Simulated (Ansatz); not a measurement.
H6B3N3, triplet, geometry from GFN2-xTB of the parent state (a higher spin typed on purpose: for a closed-shell molecule this is an excited state); HF/cc-pVDZ (Ansatz, a program for electronic structure).

Input for Ansatz:
Ansatz 0.2 input:
```yaml
crystal:
  periodic: [false, false, false]
  atoms:
    - {symbol: B, position_ang: [0.98195810, -1.04565899, -0.10821618]}
    - {symbol: N, position_ang: [1.34631802, 0.28139776, 0.22944157]}
    - {symbol: B, position_ang: [0.40694623, 1.33595783, 0.34491537]}
    - {symbol: N, position_ang: [-0.95184950, 1.01359720, 0.10489807]}
    - {symbol: B, position_ang: [-1.38890433, -0.29029885, -0.23669919]}
    - {symbol: N, position_ang: [-0.39446852, -1.29499495, -0.33433964]}
    - {symbol: H, position_ang: [1.78417932, -1.89992132, -0.19662454]}
    - {symbol: H, position_ang: [2.31992835, 0.48489482, 0.39536573]}
    - {symbol: H, position_ang: [0.73940532, 2.42738292, 0.62669769]}
    - {symbol: H, position_ang: [-1.64019392, 1.74659541, 0.18075671]}
    - {symbol: H, position_ang: [-2.52358463, -0.52746160, -0.43007314]}
    - {symbol: H, position_ang: [-0.67973443, -2.23149023, -0.57612244]}
basis:
  gaussian:
    orbitals: cc-pVDZ
hamiltonian:
  xc: hf
magnetization: {spin_polarized: true, initial_magnetization: 2}
```

What the program printed (banner, timings and long lists left out):

```
Functional definition: HF
1059 factors; integrals over basis functions are off by at most 1.4e-3 eV
mean field evaluation 1: about -6547.6664 eV, gradient 3.1e1 eV
mean field evaluation 2: about -6547.9573 eV, gradient 3.1e1 eV
mean field evaluation 4: about -6552.8171 eV, gradient 3.4e0 eV
mean field evaluation 8: about -6552.9888 eV, gradient 4.2e-1 eV
mean field evaluation 16: about -6552.9983 eV, gradient 1.9e-2 eV
mean field evaluation 32: about -6554.0980 eV, gradient 2.0e-1 eV
mean field evaluation 64: about -6549.3741 eV, gradient 2.1e1 eV
mean field evaluation 96: about -6552.2105 eV, gradient 2.0e1 eV
mean field evaluation 128: about -6554.9576 eV, gradient 7.6e0 eV
mean field evaluation 160: about -6553.5162 eV, gradient 7.7e-1 eV
mean field evaluation 192: about -6552.2114 eV, gradient 8.3e0 eV
mean field evaluation 224: about -6550.5498 eV, gradient 2.9e1 eV
mean field evaluation 256: about -6555.7293 eV, gradient 4.0e-1 eV
mean field evaluation 288: about -6552.2967 eV, gradient 1.5e1 eV
mean field evaluation 320: about -6551.2350 eV, gradient 1.5e1 eV
mean field evaluation 352: about -6555.7749 eV, gradient 8.1e-1 eV
mean field evaluation 384: about -6555.8997 eV, gradient 1.7e-1 eV
mean field evaluation 416: about -6555.6665 eV, gradient 7.4e-1 eV
mean field evaluation 448: about -6554.7548 eV, gradient 4.5e-1 eV
mean field evaluation 480: about -6552.9103 eV, gradient 3.0e0 eV
mean field evaluation 512: about -6554.6005 eV, gradient 2.2e0 eV
mean field evaluation 544: about -6551.8335 eV, gradient 4.6e0 eV
mean field evaluation 576: about -6552.6716 eV, gradient 1.1e0 eV
mean field -6555.90401334 eV, -240.9250287389 hartree, gradient 2.5e-5 eV, S^2 2.043845; 9 other end points of the search recorded, 0 dependent functions left out
reference -6555.90401334 eV, -240.9250287389 hartree; 22, 20 occupied and 92, 94 virtual orbitals, 1059 factors
Total energy: -6555.90401334 eV, -240.9250287389 hartree
```
